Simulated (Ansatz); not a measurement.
`C[SiH2]C(C)S` → `CCS` + `C[SiH]`  (silylene formation by 1,1-elimination)

Isolated molecules relaxed with PBE0-D4/def2-TZVP in Ansatz; ΔE leaves out vibrations. CCSD(T)/CBS is the MP2 limit (def2-TZVPP, def2-QZVPP) plus CCSD(T) − MP2 in def2-TZVPP, frozen cores. This one scheme is used for every species. Functionals use def2-TZVPP. B3LYP here is the variant with VWN-RPA as its local correlation; programs differ in this. One conformer a species, not always the lowest.

```csv
level,ΔE (kJ/mol),difference from CCSD(T)/CBS
PBE-D4,227.9,-1.2
r2SCAN-D4,243.6,14.5
PBE0-D4,237.4,8.3
B3LYP-D4,221.6,-7.5
ωB97X-V,236.8,7.7
ωB97M-V,224.3,-4.8
B2PLYP,216.5,-12.6
PBE,213.4,-15.7
r2SCAN,239.4,10.3
PBE0,224.5,-4.6
B3LYP,198.6,-30.5
HF/def2-TZVPP,197.5,-31.6
MP2/def2-TZVPP,244.7,15.6
SCS-MP2/def2-TZVPP,229.9,0.8
CCSD/def2-TZVPP,217.3,-11.8
CCSD(T)/def2-TZVPP,223.3,-5.8
HF/def2-QZVPP,197.4,-31.7
MP2/def2-QZVPP,248.0,18.9
SCS-MP2/def2-QZVPP,233.3,4.2
HF/CBS(def2),197.4,-31.7
MP2/CBS(def2),250.5,21.4
CCSD/CBS(def2),223.2,-5.9
CCSD(T)/CBS,229.1,0
```

Largest T1 diagnostic among the species: 0.012.

The D4 term adds +23.0 kJ/mol with B3LYP and +12.9 kJ/mol with PBE0; it sums over pairs of atoms, weighted by their polarisabilities, and B3LYP, whose exchange is more repulsive, gets the larger term. From PBE to PBE0 (25 % exact exchange), in def2-TZVPP and without D4, ΔE moves by +11.1 kJ/mol. In def2-TZVPP, CCSD(T) changes the Hartree–Fock value by +25.8 kJ/mol (the triples alone add +6.0 kJ/mol) and MP2 by +47.2 kJ/mol.
